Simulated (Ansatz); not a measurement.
`[SiH3][O][InH][SeH]` + HCl → `[Cl][InH][SeH]` + silanol at 700 K and 1 bar (ligand exchange at the In–O bond).

Calculated with Ansatz (gas phase, PBE0-D4/def2-TZVP geometries, no zero-point term in ΔE). CBS: MP2 limit from def2 TZ/QZ plus the TZ coupled-cluster correction, frozen cores. This one scheme is used for every species. Elements past krypton have def2 core potentials. For In, Se outer-core shells are correlated without core-valence functions, which leaves a few kJ/mol of doubt a bond. Scalar relativity is left out up to krypton. One conformer a species, not always the lowest.

```csv
species,CCSD(T)/CBS energy (Eh),H − E (kJ/mol),S (J/(mol·K))
`[SiH3][O][InH][SeH]`,-2957.86381,194.7,518.8
HCl,-460.38127,38.4,211.8
`[Cl][InH][SeH]`,-3051.57859,92.5,415.2
`O[SiH3]`,-366.69042,144.6,321.6
```

H − E and S are ideal-gas, rigid-rotor, harmonic terms from PBE0-D4/def2-TZVP, for one conformer and one mirror image of each species. 1 Eh = 2625.50 kJ/mol, R = 8.31446 J/(mol·K).

Problem. By hand: ΔE, ΔH, ΔS and ΔG.

Solution. ΔE = (-3051.57859) + (-366.69042) − (-2957.86381) − (-460.38127) = -0.02393 Eh = -62.8 kJ/mol. Δ(H − E) = 92.5 + 144.6 − 194.7 − 38.4 = 4.0, so ΔH = -58.8 kJ/mol. ΔS = 415.2 + 321.6 − 518.8 − 211.8 = 6.2 J/(mol·K). ΔG = -58.8 − 700 × (6.2)/1000 = -63.1 kJ/mol.

Problem. By hand: the equilibrium constant, and the temperature at which ΔG would vanish if ΔH and ΔS stayed fixed.

Solution. log₁₀ K = −ΔG/(RT ln 10) = 4.7. ΔH and −TΔS have one sign here, so there is no such temperature.

The number of gas molecules stays the same, so ΔS is small and ΔH decides. A doubt of 5 kJ/mol in ΔE shifts log₁₀ K by 0.4 here. Other conformers and mirror images would add mixing entropy, several J/(mol·K) or more a flexible species. Modes under 60 cm⁻¹, often nearly free rotors, make the harmonic entropy too high. These are equilibria of isolated gas molecules and say nothing of rates. Largest T1 diagnostic: 0.014 (customary marks: 0.02 for closed shells, 0.045 for open ones).

ΔS is within the doubt of such terms, so its sign, and with it that verdict, could turn.
